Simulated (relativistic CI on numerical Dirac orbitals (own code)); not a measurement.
## Forbidden lines of Sc V

Method of calculation: Dirac-Coulomb-Breit CI, KLI orbitals optimised for each configuration, a model potential for QED, valence Slater integrals scaled by 0.85, configuration energies shifted to the measured levels that pair with them (semi-empirical) (own radial code, finite nucleus).

Configuration list (outside the closed core [Ne]): 3s²3p⁵, 3s3p⁶, 3s²3p⁴3d, 3s²3p⁴4s, 3s²3p⁴5s, 3s²3p³3d², 3s3p⁵3d, 3p⁵3d², 3s²3p⁴4p, 3s²3p⁴4d, 3p⁶3d, 3s²3p⁴4f, 3s3p⁴3d², 3s²3p⁴5p, 3s²3p⁴5d, 3s3p⁵4s, 3s²3p⁴5f, 3s²3p⁴5g, 3s3p⁵4p, 3s²3p³3d4s, 3s3p⁵4d, 3s3p⁵5s, 3s²3p³3d4p, 3s3p⁵4f, 3s3p⁵5p, 3s3p⁵5d, 3s3p⁵5f, 3s3p⁵5g, 3s²3p³4s². Levels of other configurations are missing.

```tsv
λ vac (Å)	Lower	Upper	Type	A (s⁻¹)	log gf
1790.2	3s²3p⁴3d ⁴D7/2 [4]	3s²3p⁴3d ²F7/2 [24]	M1	3.22e+00	-7.91
1799.3	3s²3p⁴3d ⁴D5/2 [5]	3s²3p⁴3d ²F7/2 [24]	M1	9.30e-01	-8.44
2656.1	3s²3p⁴3d ⁴D7/2 [4]	3s²3p⁴3d ²G7/2 [22]	M1	2.65e-01	-8.65
2676.3	3s²3p⁴3d ⁴D5/2 [5]	3s²3p⁴3d ²G7/2 [22]	M1	1.32e-01	-8.94
2693.9	3s²3p⁴3d ⁴F9/2 [8]	3s²3p⁴3d ²F7/2 [24]	M1	2.47e+00	-7.67
2893.0	3s²3p⁴3d ⁴F5/2 [11]	3s²3p⁴3d ²F7/2 [24]	M1	5.65e-01	-8.25
3063.3	3s²3p⁴3d ⁴D7/2 [4]	3s²3p⁴3d ²F7/2 [19]	M1	1.56e+00	-7.75
3090.2	3s²3p⁴3d ⁴D5/2 [5]	3s²3p⁴3d ²F7/2 [19]	M1	4.24e-01	-8.31
3977.6	3s²3p⁴3d ²D5/2 [18]	3s²3p⁴3d ²F7/2 [24]	E2	3.50e-01	-8.18
3977.6	3s²3p⁴3d ²D5/2 [18]	3s²3p⁴3d ²F7/2 [24]	M1	4.74e-01	-8.05
4943.3	3s²3p⁴3d ⁴D7/2 [4]	3s²3p⁴3d ⁴F7/2 [10]	M1	4.53e-01	-7.88
5013.6	3s²3p⁴3d ⁴D5/2 [5]	3s²3p⁴3d ⁴F7/2 [10]	M1	4.35e-02	-8.88
5288.2	3s²3p⁴3d ⁴F9/2 [8]	3s²3p⁴3d ²G7/2 [22]	M1	1.01e-01	-8.47
5309.0	3s²3p⁴3d ⁴F9/2 [8]	3s²3p⁴3d ²G9/2 [21]	M1	2.60e+00	-6.96
5336.5	3s²3p⁴3d ⁴D7/2 [4]	3s²3p⁴3d ⁴F9/2 [8]	M1	6.57e-01	-7.55
5468.9	3s²3p⁴3d ²G9/2 [21]	3s²3p⁴3d ²F7/2 [24]	E2	3.02e-01	-7.96
5491.2	3s²3p⁴3d ²G7/2 [22]	3s²3p⁴3d ²F7/2 [24]	M1	2.41e-01	-8.06
5740.6	3s²3p⁴3d ⁴F7/2 [10]	3s²3p⁴3d ²G7/2 [22]	M1	9.39e-01	-7.43
5765.1	3s²3p⁴3d ⁴F7/2 [10]	3s²3p⁴3d ²G9/2 [21]	M1	5.79e-01	-7.54
6114.1	3s²3p⁴3d ⁴F5/2 [11]	3s²3p⁴3d ²G7/2 [22]	M1	5.03e-01	-7.65
7191.5	3s²3p⁴3d ⁴F9/2 [8]	3s²3p⁴3d ²F7/2 [19]	M1	2.00e-01	-7.91
8054.8	3s²3p⁴3d ⁴F7/2 [10]	3s²3p⁴3d ²F7/2 [19]	M1	1.37e-01	-7.97
8809.9	3s²3p⁴3d ⁴F5/2 [11]	3s²3p⁴3d ²F7/2 [19]	M1	2.21e-01	-7.69
19980.3	3s²3p⁴3d ²F7/2 [19]	3s²3p⁴3d ²G7/2 [22]	M1	3.20e-01	-6.81
20281.3	3s²3p⁴3d ²F7/2 [19]	3s²3p⁴3d ²G9/2 [21]	M1	1.61e-01	-7.00
23256.1	3s²3p⁵ ²P°3/2 [1]	3s²3p⁵ ²P°1/2 [2]	M1	1.43e+00	-6.64
67101.7	3s²3p⁴3d ⁴F9/2 [8]	3s²3p⁴3d ⁴F7/2 [10]	M1	1.10e-01	-6.23
```

Terms are leading LS components. Brackets give the number of a level in order of energy, since labels repeat. The list gives strong lines, with weight on those to low levels, without configurations that were not tied to measured data, among the lowest 400 of 1105 levels, so that lines to higher ones, which can be the strongest, are missing. Levels whose partners in the same complex of configurations lie outside the list can be far off, and so can their lines. Rates are taken at the computed energies, electric ones in the length gauge.

Configurations whose levels could be paired with our table of measured levels were shifted onto them, all but the ground configuration, by the median error of their levels; single terms can still be off by 1,000 to 2,000 cm⁻¹ or more, and rates follow the energies as ν³ (E1, M1) or ν⁵ (E2). The others borrow a shift and can be off by several thousand cm⁻¹ or more. 13 of the 13 excited levels that our extract of the measured tables holds in this range could be paired (the sources list more); they are missed by 1491 cm⁻¹ on average and 6444 at most, after the shifts were fitted to these levels, and levels without a partner can miss by more.
